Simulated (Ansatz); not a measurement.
[Si4]4- (Si₄⁴⁻). Total charge -4; triplet. Geometry r2SCAN-D4/def2-TZVPD, that of the charge -4 singlet.

```xyz
4

Si    1.016   -0.892   -0.654
Si    0.117   -0.118    1.493
Si    0.245    1.424   -0.410
Si   -1.379   -0.414   -0.429
```

A multiply charged anion in the gas phase is held together partly by the finite basis. At PBE-D4/def2-TZVPD, r2SCAN-D4/def2-TZVPD, PBE0-D4/def2-TZVPD the highest occupied level of the charge -4 triplet lies above zero (up to 10.86 eV). The electron is either unbound and held by the finite basis, or the level is raised by self-interaction error. At PBE-D4/def2-TZVPD a singlet of charge -4 lies 0.05 eV below the triplet at the same geometry.

**Question.** Estimate the α-spin orbital energies around the gap (eV) in Ansatz with PBE-D4/def2-TZVPD, r2SCAN-D4/def2-TZVPD, PBE0-D4/def2-TZVPD.

**Answer.** 
```csv
orbital,PBE-D4/def2-TZVPD,r2SCAN-D4/def2-TZVPD,PBE0-D4/def2-TZVPD
HOMO−5,9.88,9.76,9.26
HOMO−4,9.97,9.90,9.35
HOMO−3,9.98,9.91,9.41
HOMO−2,10.30,10.10,9.66
HOMO−1,10.65,10.59,10.09
HOMO,10.80,10.86,10.64
LUMO,11.00,11.16,11.47
LUMO+1,11.01,11.18,11.50
LUMO+2,12.03,12.19,12.54
LUMO+3,13.10,13.35,13.67
LUMO+4,13.12,13.36,13.71
LUMO+5,13.15,13.42,13.74
β HOMO,10.75,10.68,10.22
β LUMO,10.87,11.08,11.60
```
